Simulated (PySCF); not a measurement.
PySCF 2.14 output of an unrestricted PBE0 calculation on a single atom or ion in aug-cc-pVQZ-DK (7s6p4d3f2g, 84 functions), with the spin-free X2C one-electron Hamiltonian (Gaussian nucleus):

```
SCF conv_tol = 1e-09
number electrons alpha = 7  beta = 6
    C. Adamo and V. Barone.,  J. Chem. Phys. 110, 6158 (1999)
    M. Ernzerhof and G. E. Scuseria.,  J. Chem. Phys. 110, 5029 (1999)
cycle= 1 E= -289.264093906339  delta_E= -0.00267  |g|= 0.0203  |ddm|=  1.6
cycle= 2 E= -289.264182553579  delta_E= -8.86e-05  |g|= 0.00581  |ddm|= 0.342
cycle= 3 E= -289.264189620859  delta_E= -7.07e-06  |g|= 0.000365  |ddm|= 0.0758
cycle= 4 E= -289.264190223479  delta_E= -6.03e-07  |g|= 2.36e-05  |ddm|= 0.021
cycle= 5 E= -289.264190224925  delta_E= -1.45e-09  |g|= 1.18e-06  |ddm|= 0.00097
cycle= 6 E= -289.264190224926  delta_E= -9.09e-13  |g|= 3.3e-08  |ddm|= 2.35e-05
converged SCF energy = -289.264190224926  <S^2> = 0.75002262  2S+1 = 2.0000226
```

The run itself started from symmetry-adapted Hartree-Fock orbitals and held the occupation by maximum overlap, on a logarithmic radial grid, so the iterations belong to that start.

Which element, charge and spin multiplicity is this?

Si⁺ (silicon, charge +1), multiplicity 2; the state was [Ne] 3s2 4s1, 2S determinant (an excited configuration).

The outer electron is Rydberg-like, and this basis confines it to a smaller radius and binds it less than a complete one would.
